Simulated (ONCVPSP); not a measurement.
cerium: excitation energies, all-electron against ONCV

ONCVPSP 4.0.1 input, shortened (lines: element, Z, core and valence counts, functional; n l f; lmax; l rc ep ncon nbas qcut; lloc lpopt rc5 dvloc0; l nproj debl; icmod fcfact rcfact), PBE, scalar-relativistic:

```
  Ce 58.00    9    5        4      upf
    1    0    2.00
    2    0    2.00
    2    1    6.00
    3    0    2.00
    3    1    6.00
    3    2   10.00
    4    0    2.00
    4    1    6.00
    4    2   10.00
    4    3    1.00
    5    0    2.00
    5    1    6.00
    5    2    1.00
    6    0    2.00
    3
    0    2.25    0.00    4    8    5.00
    1    2.35    0.00    5    8    6.00
    2    3.60    0.00    3    7    4.30
    3    1.20    0.00    4    9   15.10
    3    5    1.20    0.00
    0    2    3.70
    1    1    1.10
    2    2    1.70
    3    0    2.50
    0    0.00    0.00
```

Energies are relative to the spin-unpolarised reference configuration 4f1 5s2 5p6 5d1 6s2; without spin polarisation the order of configurations can differ from experiment. Not all tests gave a result: 1 of 4 tests not solved or not reliable.

| valence configuration | charge | ΔE all-electron (eV) | error AE − PS (meV) |
| --- | --- | --- | --- |
| 4f1 5s2 5p6 5d1 6s1 | +1 | 6.070 | -1.7 |
| 4f1 5s2 5p6 5d1 6s0 | +2 | 17.151 | -7.0 |
| 4f1 5s2 5p6 5d0 6s0 | +3 | 36.330 | +17 |

Levels in the configuration 4f1 5s2 5p6 5d1 6s0:

| level | all-electron (eV) | pseudo (eV) |
| --- | --- | --- |
| 4f | -18.179 | -18.241 |
| 5s | -53.373 | -53.399 |
| 5p | -35.935 | -35.942 |
| 5d | -14.854 | -14.849 |

Note: ghosts flagged at negative energy: s at -514.4 eV, p at -308.4 eV, d at -584.8 eV; GHOST(+) flagged for s at 83.0 eV. A true bound ghost makes a file unfit for plane-wave use.
